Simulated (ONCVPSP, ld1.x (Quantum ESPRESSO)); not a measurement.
# Hardness and transferability of assorted potentials

Generated with ld1.x 7.5 (TM, RRKJ, ultrasoft, PAW), atompaw 4.2 or ONCVPSP 4.0.1. The cutoff is in Ry: for ld1.x and atompaw files where the sum of valence levels is converged to 10 mRy in a Bessel basis, for ONCV files where the hardest occupied wave has 1 mHa per electron of residual kinetic energy. The error is the largest all-electron minus pseudo excitation energy over each file’s own four to seven test configurations (ionisations up to +4, promotions, holes and added fractions of an electron), all of which were solved. The labels leave out finer settings (local radius, basis sizes, second energies), which also bear on the numbers. Spin-polarised tests are not counted. The rows are a selection from randomly drawn settings: files with unsolved tests, undetermined cutoffs or missed reference levels are left out.

A true bound ghost makes a file unfit for plane-wave use even where its test errors are small: the radial tests pick states by their node count and pass the ghost by.

```csv
element,potential,cutoff (Ry),largest error (meV),bound ghosts
N,"ONCV, LDA (Perdew-Zunger), scalar-relativistic, rc 0.85/1.90 (sp), local s, core correction no, reference 2s2 2p1.5, qcut 6.5/7.2, projectors 0/2",124,+343,none
Ga,"ONCV, PBEsol, scalar-relativistic, rc 1.55/2.15 (sp), local smoothed, core correction yes, reference 4s2 4p1, qcut 3.9/3.5, projectors 2/1",14,-201,none
Rb,"ONCV, LDA (Perdew-Wang 92), scalar-relativistic, rc 1.92/2.00/1.78 (spd), local smoothed, core correction yes, reference 4s2 4p6 5s1, qcut 4.5/5.7/4, projectors 2/2/2",60,-5.7,none
Te,"ONCV, PBEsol, fully relativistic, rc 1.20/1.50/1.55 (spd), local smoothed, core correction yes, reference 4s2 4p6 4d10 5s2 5p4, qcut 8.7/8.5/10.6, projectors 2/2/3",80,-110,none
Re,"ONCV, revPBE, scalar-relativistic, rc 1.70/1.65/1.85/1.70 (spdf), local smoothed, core correction yes, reference 5s2 5p6 5d5 6s2, qcut 5.6/8.2/4.5/7.2, projectors 2/1/2/2",79,-103,f
Au,"TM, PBE, scalar-relativistic, rc 2.00/1.95/1.20 (spd), local s, core correction yes, reference 5d9 6s0 6p0",45,-134,p
Tl,"ONCV, PBE, fully relativistic, rc 1.85/2.30/1.85 (spd), local smoothed, core correction yes, reference 5d10 6s1.5 6p1.5, qcut 2.8/3.2/6.8, projectors 2/2/2",40,+2.6,none
Pb,"ultrasoft, PBE, fully relativistic, rc 2.15/2.50/2.40 (spd), local smoothed, core correction yes, reference 5d10 6s2 6p1.5",18,-56,s
```

Problem. Fill in the row for Ar: ONCV, PBE, scalar-relativistic, rc 1.00/1.40/1.25 (spd), local smoothed, core correction no, reference 3s2 3p6, qcut 5.9/6.8/9.2, projectors 2/1/2.

Solution. cutoff 66 Ry, largest error +77 meV, bound ghosts: none.

Problem. Fill in the row for Ag: ONCV, LDA (Perdew-Wang 92), scalar-relativistic, rc 1.40/1.15/1.50 (spd), local smoothed, core correction no, reference 4s2 4p6 4d10 5s1, qcut 9.3/6.3/10.6, projectors 2/1/2.

Solution. cutoff 187 Ry, largest error -103 meV, bound ghosts: none.
